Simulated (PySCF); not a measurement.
Stepwise substitution at one centre (Ga OH-H). All species are isolated molecules in the gas phase. One relaxed conformer stands for each flexible species; it need not be the lowest. Strings in code marks are SMILES.

Method: TPSSh-D3(BJ)/def2-TZVP // CAM-B3LYP-D3(BJ)/def2-TZVP in PySCF. Excitations are Tamm–Dancoff values on a coarser integration grid. The basis has no diffuse functions, so Rydberg states are missing or too high.

| species | T1 excitation (TDA) (eV) | S1 excitation (TDA) (eV) | brightest of the four lowest singlets (TDA) (eV) | LUMO (eV) | HOMO (eV) |
|---|---|---|---|---|---|
| 0 of 3 OH replaced by H (`[OH][Ga]([OH])[OH]`) | 5.70 | [?] | 7.08 | -1.30 | -7.93 |
| 1 of 3 OH replaced by H (`[OH][GaH][OH]` (H–O–Ga–O torsion 0°, O–Ga–O–H torsion 0°)) | 6.07 | 6.54 | 7.26 | [?] | -7.80 |
| 2 of 3 OH replaced by H (`[OH][GaH2]`) | 5.42 | [?] | 7.48 | -1.46 | [?] |
| 3 of 3 OH replaced by H (`[GaH3]`) | – | – | – | -2.12 | -8.04 |

Question: What belongs in the gaps?

Answer: 
- 0 of 3 OH replaced by H (`[OH][Ga]([OH])[OH]`), S1 excitation (TDA) (eV): 6.03
- 1 of 3 OH replaced by H (`[OH][GaH][OH]` (H–O–Ga–O torsion 0°, O–Ga–O–H torsion 0°)), LUMO (eV): -0.75
- 2 of 3 OH replaced by H (`[OH][GaH2]`), S1 excitation (TDA) (eV): 5.79
- 2 of 3 OH replaced by H (`[OH][GaH2]`), HOMO (eV): -7.85
